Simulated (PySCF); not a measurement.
Compound: C₅H₁₀N₂.
Bonds: C1–C2 (double), C2–N3, N3–C4, C4–C5, C5–C6, C6–N7, N3–N7. Hydrogens: H8, H9 on C1; H10 on C2; H11, H12 on C4; H13, H14 on C5; H15, H16 on C6; H17 on N7.

The same species was optimised twice, with GFN2-xTB and with PBE0-D3(BJ)/def2-SVP (PySCF), and the same property calculations (PySCF, gas phase) were run on both structures.

```
     coordinate  GFN2-xTB  PBE0-D3(BJ)/def2-SVP  change
      N3–N7 (Å)     1.412                 1.396  -0.016
      C1=C2 (Å)     1.329                 1.343  +0.014
      N3–C4 (Å)     1.464                 1.458  -0.006
      C4–C5 (Å)     1.535                 1.539  +0.004
      C5–C6 (Å)     1.543                 1.541  -0.002
      C2–N3 (Å)     1.372                 1.371  -0.001
      C6–N7 (Å)     1.450                 1.451  +0.001
   C2–N3–C4 (°)     121.0                 122.7    +1.7
   C1–C2–N3 (°)     125.6                 126.8    +1.2
   N3–C4–C5 (°)     104.0                 103.1    -0.9
   C4–N3–N7 (°)     110.6                 111.0    +0.4
   C4–C5–C6 (°)     102.6                 103.0    +0.4
   C2–N3–N7 (°)     118.7                 119.0    +0.3
   N3–N7–C6 (°)     102.6                 102.3    -0.3
   C5–C6–N7 (°)     105.3                 105.3     0.0
C1–C2–N3–C4 (°)       156                   155      -1
```

Rotational constants: A = 6257, B = 2003, C = 1602 MHz (GFN2-xTB) against A = 6276, B = 1986, C = 1592 MHz (PBE0-D3(BJ)/def2-SVP). Point groups within 0.08 Å: C1 and C1.

On the GFN2-xTB structure: lowest singlet, TDDFT (eV) 5.36 [wB97X-D/def2-SVPD]; isotropic polarisability (au) 77.8 [wB97X-D/def2-SVPD]; HOMO (eV) -7.26 [wB97X-D/def2-SVPD]; LUMO (eV) 2.15 [wB97X-D/def2-SVPD]; dipole (D) 2.79 [wB97X-D/def2-SVPD]; HOMO (eV) -5.41 [PBE0/pcSseg-1]; LUMO (eV) 0.85 [PBE0/pcSseg-1]; dipole (D) 2.83 [PBE0/pcSseg-1]; GIAO shielding of C1 (ppm) 99.4 [PBE0/pcSseg-1]; GIAO shielding of C2 (ppm) 44.8 [PBE0/pcSseg-1]; GIAO shielding of N3 (ppm) 125.9 [PBE0/pcSseg-1]; GIAO shielding of C4 (ppm) 136.0 [PBE0/pcSseg-1]; GIAO shielding of C5 (ppm) 155.4 [PBE0/pcSseg-1]; GIAO shielding of C6 (ppm) 136.3 [PBE0/pcSseg-1]; GIAO shielding of N7 (ppm) 151.7 [PBE0/pcSseg-1].

Question: What do these properties become on the PBE0-D3(BJ)/def2-SVP structure?

Answer: 
```csv
property,level,on GFN2-xTB,on PBE0-D3(BJ)/def2-SVP,change
"lowest singlet, TDDFT (eV)",wB97X-D/def2-SVPD,5.36,5.37,+0.01
isotropic polarisability (au),wB97X-D/def2-SVPD,77.8,79.2,+1.4
HOMO (eV),wB97X-D/def2-SVPD,-7.26,-7.25,+0.01
LUMO (eV),wB97X-D/def2-SVPD,2.15,2.14,-0.01
dipole (D),wB97X-D/def2-SVPD,2.79,2.87,+0.08
"energy, GFN2-xTB geometry as zero (kcal/mol)",wB97X-D/def2-SVPD,0.0,-0.8,-0.8
HOMO (eV),PBE0/pcSseg-1,-5.41,-5.41,0.00
LUMO (eV),PBE0/pcSseg-1,0.85,0.84,-0.01
dipole (D),PBE0/pcSseg-1,2.83,2.88,+0.05
"energy, GFN2-xTB geometry as zero (kcal/mol)",PBE0/pcSseg-1,0.0,-0.6,-0.6
GIAO shielding of C1 (ppm),PBE0/pcSseg-1,99.4,97.4,-2.0
GIAO shielding of C2 (ppm),PBE0/pcSseg-1,44.8,43.6,-1.2
GIAO shielding of N3 (ppm),PBE0/pcSseg-1,125.9,127.3,+1.4
GIAO shielding of C4 (ppm),PBE0/pcSseg-1,136.0,135.2,-0.8
GIAO shielding of C5 (ppm),PBE0/pcSseg-1,155.4,154.7,-0.7
GIAO shielding of C6 (ppm),PBE0/pcSseg-1,136.3,135.3,-1.0
GIAO shielding of N7 (ppm),PBE0/pcSseg-1,151.7,155.0,+3.3
```

The heavy atoms differ by 0.050 Å rms after alignment. Among bonds between heavy atoms N3–N7 changes most (-0.016 Å). Changes are differences of the printed values. Neither structure is proved a minimum here.

wB97X-D is run here without its empirical dispersion term; that term would change no orbital, density or response property at a fixed geometry.
